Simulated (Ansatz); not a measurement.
Stretching the As1–N2 bond in AsN (multiplicity 1 held). Energies count from the point at 1.611 Å.


R- and RO- levels are restricted; in cc, def2 and unpolarised 6-31G sets they are followed outwards from rest. U- levels take the lowest unrestricted solution at each point, which mixes spins at long bonds. Active spaces are followed from rest. Curves can end on different states.

Cores are frozen in the correlated methods. Filled d and f shells under p-block atoms count as core.

The values were computed with Ansatz (a quantum-chemistry and plane-wave program) with Gaussian orbitals. 

Energies in kcal/mol.

```csv
R (Å),R-PBE/cc-pVTZ,U-PBE/cc-pVTZ,U-wB97X-V/cc-pVTZ,U-CCSD(T)/cc-pVTZ,"FIC-MRCISD+Q on CASSCF(10,8)/cc-pVTZ"
1.289,132.5,132.5,121.5,135.9,139.1
1.450,26.0,26.0,19.5,26.3,28.4
1.611,0.0,0.0,0.0,0.0,0.0
1.773,9.5,9.5,16.7,10.0,7.0
1.934,32.9,32.8,39.1,32.8,26.7
2.175,73.8,65.7,67.8,64.0,58.2
2.417,111.2,88.9,88.2,83.5,80.8
2.820,158.7,111.1,103.7,96.7,97.6
3.223,189.3,120.4,108.8,99.6,102.3
3.706,211.1,124.5,111.1,100.4,103.9
4.351,225.6,126.2,112.0,100.7,104.4
5.156,233.0,126.7,112.3,100.8,104.6
6.446,236.2,126.8,112.4,100.9,104.6
```

Doubts at one or more of the structures used: a restricted determinant that unrestricted orbitals would lower (R-PBE/cc-pVTZ); a spin-contaminated determinant (U-PBE/cc-pVTZ, U-wB97X-V/cc-pVTZ, U-CCSD(T)/cc-pVTZ); T1 above 0.05 (U-CCSD(T)/cc-pVTZ); the program's own flag: large difference (U-CCSD(T)/cc-pVTZ).
